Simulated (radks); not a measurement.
Results of a calculation; reference values are marked as such.
Ionisation of neutral manganese, [Ar] 3d5 4s2, to [Ar] 3d5 4s1 as the strength of local exchange is varied. Level of theory: non-relativistic Kohn-Sham, Slater X-alpha exchange (alpha = 2/3 is LDA exchange), no correlation, spin-unpolarised, spherical densities, point nucleus (a radial shooting solver on a logarithmic mesh with Libxc functionals).

alpha,E(Mn) (hartree),exchange (hartree),IE (eV),-e of the level emptied (eV),<r> of it (bohr)
0.653,-1145.38455,-46.23426,7.466,4.189 (4s),3.184
0.667,-1146.37621,-47.26594,7.551,4.266 (4s),3.172
0.786,-1154.83956,-56.10244,8.290,4.940 (4s),3.076
0.872,-1160.99389,-62.56309,8.845,5.453 (4s),3.010
0.924,-1164.73051,-66.49974,9.189,5.773 (4s),2.972
0.967,-1167.82915,-69.77218,9.478,6.044 (4s),2.941

NIST Atomic Spectra Database: 7.434 eV (measured). The central value is not met in this range of alpha. Spin polarisation and multiplet splitting are left out, so open shells lie too high by an amount that depends on their filling.

Beside tabulated values, note that spin-unpolarised runs miss the spin-polarisation part of the exchange energy of open shells.
